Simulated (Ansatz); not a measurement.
Species: C6H11, net charge 0, doublet state. It need not be the lowest isomer of its formula. 
Coordinates optimised at B3LYP-D3(BJ)/def2-TZVP (Ansatz, an electronic-structure program):
```
C
H 1 1.0926
H 1 1.0949 2 107.06
C 1 1.4952 2 110.09 3 -119.09
C 4 1.3271 1 125.23 2 -4.99
H 5 1.0825 4 121.75 1 -179.07
H 5 1.0845 6 116.83 4 179.78
H 4 1.0878 5 118.96 6 -0.51
C 1 1.5538 2 109.37 3 117.14
H 9 1.0926 1 108.05 2 63.64
H 9 1.0971 10 106.90 1 -115.75
C 9 1.4865 10 110.62 11 -119.61
H 12 1.0837 9 118.59 10 -30.07
C 12 1.4858 13 118.63 9 166.44
H 14 1.0916 12 111.92 13 31.77
H 14 1.0948 15 108.25 12 -123.11
H 14 1.1015 15 106.53 16 -113.86
```
Charge 0, spin multiplicity 2.

Wanted: atomisation energy (electronic, to ground-state atoms), in kcal/mol. Correlated levels leave the core frozen unless marked. UHF or UKS for open shells. Spin-orbit coupling is left out. Non-relativistic. The coupled-cluster limit lacks core correlation, which all-electron functionals hold. CBS(X,Y): correlation extrapolated as X^-3; Hartree-Fock from the larger set. The bracket is a focal-point correction in the basis named.

| level | program | atomisation energy (kcal/mol) |
|---|---|---|
| SVWN5/def2-TZVPD | Ansatz | [?] |
| PBE-D3(BJ)/def2-TZVPD | Ansatz + dftd3 | 1673.8 |
| PBE0/6-31G* | Ansatz | 1651.3 |
| BHLYP-D3(BJ)/def2-TZVPD | Ansatz + dftd3 | [?] |
| r2SCAN0/def2-TZVPD | Ansatz | 1627.3 |
| RPA@PBE/cc-pVQZ | Ansatz | 1549.3 |
| SCS-MP2/cc-pVTZ | Ansatz | 1609.8 |
| CCSD/6-31G* | Ansatz | [?] |
| CCSD(T) with core electrons/cc-pwCVTZ | Ansatz | [?] |
| RI-MP2/CBS(cc-pVTZ,cc-pVQZ)+[CCSD(T)-MP2]/cc-pVTZ | Ansatz | 1635.6 |

**Question.** Complete the blanks.

**Answer.** 
- SVWN5/def2-TZVPD, atomisation energy (kcal/mol): 1857.6
- BHLYP-D3(BJ)/def2-TZVPD, atomisation energy (kcal/mol): 1605.5
- CCSD/6-31G*, atomisation energy (kcal/mol): 1492.7
- CCSD(T) with core electrons/cc-pwCVTZ, atomisation energy (kcal/mol): 1608.1
